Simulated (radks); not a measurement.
Question: Coherent X-ray form factor from a spherical all-electron density. Method: non-relativistic Kohn-Sham, LB94 model potential, spin-polarised, spherical densities, point nucleus; computed with a radial shooting solver on a logarithmic mesh with Libxc functionals.

sin(theta)/lambda (1/angstrom)  f0 (electrons)
0.05                                    16.770
0.1                                     16.118
0.15                                    15.143
0.2                                     13.979
0.25                                    12.759
0.3                                     11.591
0.4                                      9.655
0.5                                      8.322
0.6                                      7.433
0.8                                      6.223
1                                        5.179
1.25                                     3.978
1.5                                      3.021
2                                        1.908

The species is in the configuration that NIST lists as its ground one. Which atom or ion scatters so?

Answer: The calcium ion Ca3+, [Ne] 3s2 3p5. Extrapolating in s^2 from the first two rows gives f0(0) = 17.0, near the electron count 17; among species with that count, the fall with angle is slower the higher Z, and the table is that of Z = 20; from so few rows the species is fixed only to a neighbour or two.
